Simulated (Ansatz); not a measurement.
CH5FO3Si (`OC(O)(O)[SiH2]F`). The species carries charge 0 and has multiplicity 1.

Cartesian coordinates in Å:
```
O 0.506 -0.861 -1.222
C -0.312 -0.059 -0.402
O -1.527 -0.652 -0.136
O -0.533 1.115 -1.129
Si 0.541 0.370 1.257
F 1.107 -0.995 1.884
H 0.694 -1.680 -0.752
H -2.005 -0.717 -0.975
H 0.226 1.244 -1.708
H 1.697 1.248 0.962
H -0.395 0.988 2.221
```

Q: Give the diagnostics of a CCSD(T)/def2-TZVPP run (frozen core, Ansatz). (Best estimate.)

A: Computed: T1 = 0.0124, largest single amplitude 0.015, largest double 0.014, (T) share of the correlation energy 3.4 %, 9 CCSD cycles. The RHF solution is stable towards an unrestricted one. T1 lies under the customary mark of 0.02 for closed shells.
